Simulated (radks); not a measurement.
The numbers below are computed, except where a source is named.
Numerical settings for the lanthanum ion La+, [Xe] 5d2. Level of theory: scalar-relativistic Kohn-Sham, r2SCAN, spin-polarised, spherical densities, finite nucleus; open shells are filled with parallel spins first (spin-orbit coupling, left out, can overturn this in heavy ions); meta-GGA in the generalised Kohn-Sham scheme; Fermi nuclear charge, rms radius 4.855 fm (a radial shooting solver on a logarithmic mesh with Libxc functionals). The defaults (mesh step 0.008 in ln r, mesh end at 40 bohr or more with all orbitals vanishing there, Anderson mixing 0.5 over 9 steps, residual threshold near 1e-9 with the energy settled to 1e-9 hartree or 1e-11 of itself, here a cap of 71 iterations) give E = -8493.766 hartree and 5d at -7.497 eV in 11 iterations. Run on one thread of a shared host, so times are rough (Arm Neoverse V2): 0.18 s of CPU time, 0.18 s wall, 11 iterations on 2314 mesh points. Changes against that run (0 stands for a change within the tolerance of the run):

setting                     iterations         converged  E (mhartree)  e(5d) (meV)  CPU (s)
mesh step in ln r 0.03              10               yes        +0.406     -0.00663     0.05
mesh step in ln r 0.12               2                no      diverged            -     0.01
mesh step in ln r 0.005             12               yes             0      +0.0756     0.31
mesh end (bohr) 2                   11  level above zero     +1.76e+04    +1.03e+05     0.15
mesh end (bohr) 12                  11               yes       +0.0161        +1.76     0.17
residual threshold 1e-16            71                no             0      +0.0155     0.53
residual threshold 1e-05            10               yes             0      +0.0182     0.17
mixing 1                            11               yes             0      +0.0411     0.18
linear mixing, mixing 1             38                no      diverged            -     0.63
linear mixing, mixing 0.05          71                no         +14.9        -97.8        1
mixing history 2                    15               yes             0       +0.017     0.23
iteration cap 2                      2                no          +464    -4.99e+03     0.05

Settled on a wrong energy, with an occupied level pushed above zero by the early mesh end: mesh end (bohr) 2 (+17.6 hartree). Apart from these: no run marked as converged misses the energy by more than 1 mhartree. A mesh that ends early acts as a hard wall.
